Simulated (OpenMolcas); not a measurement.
Tb3+.

```json
{
 "Program": "OpenMolcas",
 "Method": "CASSCF",
 "Basis": "ANO-R2 [8s6p4d3f1g]",
 "Scalar Hamiltonian": "X2C, finite nucleus",
 "Active space": "8 electrons in 7 orbitals (4f)",
 "State averaging": "2S+1 = 7 even, 7 roots; 2S+1 = 5 even, 140 roots (77 in the spin-orbit step); 2S+1 = 3 even, 60 roots kept (CI in the orbitals of an earlier block); 2S+1 = 1 even, 1 root kept (CI in the orbitals of an earlier block, 0 in the spin-orbit step)",
 "Spin-orbit coupling": "RASSI with atomic mean-field integrals over the reference wave functions, term energies averaged over their components"
}
```

Levels without dynamic correlation, in cm⁻¹ above 4f⁸ ⁷F₆:

```
   Level      E
 4f⁸ ⁵G₅  33165
 4f⁸ ⁵D₄  24217
4f⁸ ⁵L₁₀  30197
```

On this reference, SS-CASPT2, IPEA 0.25 Eh, imaginary shift 0.1 Eh (closed shells correlated: 5s 5p) puts 4f⁸ ⁵G₅ at 30430 cm⁻¹.

Q: Estimate the other levels at that method by one scale factor, and say how well it serves.

A: The factor is 30430 / 33165 = 0.918. Scaled values beside those that SS-CASPT2 gives:
| Level | Scaled | SS-CASPT2 | Miss (%) |
| --- | --- | --- | --- |
| 4f⁸ ⁵D₄ | 22231 | 21360 | +4.1 |
| 4f⁸ ⁵L₁₀ | 27721 | 29290 | -5.4 |
For these levels the scaled values miss SS-CASPT2 by up to 5.4 %, as correlation changes each term by its own factor, spin-orbit parts do not scale and CASPT2 has its own spread within terms. This holds within one configuration; levels of others move differently, and the target method has errors of its own against measurement.

CASPT2 breaks the degeneracy within a term, and the mean is taken; among the terms shown or strongly mixed into the levels shown the widest spread is 120 cm-1 (4f⁸ ⁵L, SS-CASPT2). High states are left out of the spin-orbit mixing, which shifts the levels that they would mix with. Without dynamic correlation excited terms often stand tens of per cent too high (terms of higher spin than the ground term too low), and those without a measured partner can miss by more than the paired ones (holds for CASSCF). Levels of configurations outside the active space are missing.
